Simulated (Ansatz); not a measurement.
```xyz
12

O     0.3747    1.5639    0.4112
C     0.3239    0.3242   -0.1801
F     1.3798    0.2080   -1.0984
Si    0.6229   -1.0020    1.1783
C    -0.9579    0.1337   -0.9616
F    -1.1932    1.2605   -1.7320
H     0.0496    2.2148   -0.2258
H    -0.4600   -0.9149    2.1898
H     1.9445   -0.7330    1.7873
H     0.5997   -2.3404    0.5361
H    -1.8035    0.0139   -0.2785
H    -0.8806   -0.7287   -1.6261
```

Charge 0, multiplicity 1.

Question: List the r2SCAN/def2-TZVPP orbital energies in eV (Ansatz). (Estimate.)

Answer: Computed: Occupied: -1791.25, -666.56, -666.07, -516.64, -276.60, -275.58, -141.75, -96.61, -96.60, -96.59, -32.15, -31.61, -27.89, -19.91, -16.83, -14.54, -14.20, -13.47, -13.06, -12.60, -11.44, -10.38, -9.98, -9.42, -9.13, -8.94, -8.87, -8.08, -7.49. Lowest empty: -0.19, 0.00, 0.56, 1.35, 1.56, 2.21, 2.35, 2.86.
